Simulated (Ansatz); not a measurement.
Saddle point of Si2H3Cl2F, closed shell (Si₂H₃Cl₂F ([F][Si]([SiH3])([Cl])[Cl]) → SiH₃F ([F][SiH3]) + SiCl₂; bonds formed: Si1–F3; bonds broken: Si1–Si2, Si2–F3), PBE0-D4/def2-TZVP structure:

```xyz
8
angstrom
Si -0.9047 -0.3962 0.7369
Si 0.8984 0.8029 -0.4928
F 0.1801 -0.8738 -0.7176
Cl 2.8989 0.3493 -0.3219
Cl 0.6833 1.5739 -2.3894
H -0.2595 -0.3427 2.0682
H -1.9612 0.6193 0.5231
H -1.5355 -1.7327 0.5934
```

Energies are electronic, without zero-point energy. Barriers and step energies count from the start structure reached by relaxing down the imaginary mode; all methods use the PBE0-D4 structures, on which another method's saddle can fall below an end. Computed with Ansatz 0.2.0 (basis: def2-TZVPP, with def2-QZVPP for the basis limit); correlated methods freeze the cores. B3LYP uses VWN-RPA correlation. Extrapolation: Hartree–Fock as exp(−7.88 √X), correlation as X^−2.97.

```json
{"method": "SPW92", "barrier (kcal/mol)": "43.58", "step energy (kcal/mol)": "37.23"}
{"method": "PBE-D4", "barrier (kcal/mol)": "44.61", "step energy (kcal/mol)": "33.87"}
{"method": "BLYP-D4", "barrier (kcal/mol)": "?", "step energy (kcal/mol)": "27.37"}
{"method": "r2SCAN-D4", "barrier (kcal/mol)": "49.27", "step energy (kcal/mol)": "37.80"}
{"method": "B97M-V", "barrier (kcal/mol)": "50.22", "step energy (kcal/mol)": "35.33"}
{"method": "PBE0-D4", "barrier (kcal/mol)": "49.80", "step energy (kcal/mol)": "37.08"}
{"method": "B3LYP-D4", "barrier (kcal/mol)": "48.86", "step energy (kcal/mol)": "30.65"}
{"method": "r2SCAN0-D4", "barrier (kcal/mol)": "52.22", "step energy (kcal/mol)": "38.75"}
{"method": "BHLYP-D4", "barrier (kcal/mol)": "54.30", "step energy (kcal/mol)": "33.55"}
{"method": "CAM-B3LYP-D4", "barrier (kcal/mol)": "51.01", "step energy (kcal/mol)": "32.73"}
{"method": "wB97X-V", "barrier (kcal/mol)": "?", "step energy (kcal/mol)": "36.50"}
{"method": "wB97M-V", "barrier (kcal/mol)": "47.56", "step energy (kcal/mol)": "30.29"}
{"method": "B2PLYP", "barrier (kcal/mol)": "50.39", "step energy (kcal/mol)": "32.34"}
{"method": "PBE-QIDH", "barrier (kcal/mol)": "53.26", "step energy (kcal/mol)": "38.87"}
{"method": "RPA on PBE", "barrier (kcal/mol)": "49.56", "step energy (kcal/mol)": "30.34"}
{"method": "HF", "barrier (kcal/mol)": "62.29", "step energy (kcal/mol)": "33.66"}
{"method": "MP2", "barrier (kcal/mol)": "?", "step energy (kcal/mol)": "35.44"}
{"method": "CCSD", "barrier (kcal/mol)": "54.06", "step energy (kcal/mol)": "33.87"}
{"method": "CCSD(T)", "barrier (kcal/mol)": "52.03", "step energy (kcal/mol)": "33.77"}
```

Q: Fill in the withheld barriers. (Judge from chemistry; the value comes from the calculation.)

A: Computed: wB97X-V 51.99; BLYP-D4 44.70; MP2 52.20 kcal/mol. Each is the energy of the saddle less that of the start structure, by the same method.

For comparison, the barrier by CCSD(T) at an estimated basis limit (MP2 extrapolated from triple and quadruple zeta, plus CCSD(T) − MP2 in triple zeta) is 51.44 kcal/mol.

The T1 diagnostic stays at or below 0.013.

Losses and insertions of silylenes and their heavier kin drive the gas-phase chemistry of silicon and germanium vapour deposition.

Labels in which every atom is bracketed show which atoms are joined, not bond orders.

For scale, one of the runs: CCSD(T)/def2-TZVPP, 241 basis functions, launched by `ansatz run in.yaml --threads 4 --pin off --events-out ev --progress --plain --max-ram 9574MiB`. Time: 2.5 min of wall clock on 4 CPU threads of an Intel Xeon; the host was shared. Peak host memory: 4.2 GiB.
